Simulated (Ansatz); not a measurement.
```yaml
crystal:
  periodic: [false, false, false]
  atoms:
    - {symbol: O, position_ang: [0.362785, 1.124364, -1.681254]}
    - {symbol: B, position_ang: [0.724685, 0.741924, -0.449276]}
    - {symbol: C, position_ang: [-0.038318, -0.473373, 0.232506]}
    - {symbol: F, position_ang: [-0.944768, -1.027514, -0.683238]}
    - {symbol: S, position_ang: [-0.860619, 0.085951, 1.720341]}
    - {symbol: H, position_ang: [-0.364414, 0.586212, -2.020680]}
    - {symbol: H, position_ang: [1.617500, 1.311183, 0.102111]}
    - {symbol: H, position_ang: [0.662284, -1.270738, 0.498047]}
    - {symbol: H, position_ang: [-1.070734, -1.124409, 2.264343]}
basis:
  gaussian: {orbitals: aug-pcseg-2, final_grid: {core_spheres: 1, valence_spheres: 1, degree: 3}}
hamiltonian: {xc: {name: PBE}}
```

```sh
$ ansatz run in.yaml --threads 2 --pin off --events-out ev --progress --plain --max-ram 4352MiB
```

It prints (some lines left out):

```
Functional definition: PBE
1364 factors; their error is unknown
mean field evaluation 1: about -17361.1344 eV, gradient 6.9e1 eV
mean field evaluation 2: about -17333.4035 eV, gradient 1.3e2 eV
mean field evaluation 4: about -17370.0838 eV, gradient 1.3e1 eV
mean field evaluation 8: about -17336.1194 eV, gradient 2.9e2 eV
mean field evaluation 16: about -17637.7393 eV, gradient 3.3e1 eV
mean field evaluation 32: about -17688.0411 eV, gradient 1.3e-1 eV
a density is far from that of the atoms, so the factors are made again for it
3028 factors; integrals over basis functions are off by at most 4.7e-4 eV
mean field -17687.40660048 eV, -650.0002036127 hartree, gradient 2.3e-5 eV, S^2 0.000000; 0 other end points of the search recorded, 0 dependent functions left out
reference -17687.40661055 eV, -650.0002039828 hartree; 24, 24 occupied and 302, 302 virtual orbitals, 3028 factors
Total energy: -17687.40661055 eV, -650.0002039828 hartree
```

What is wrong with this run?

The integration grid is far too coarse. The run converged. The result belongs to that input, not to the molecule as meant.
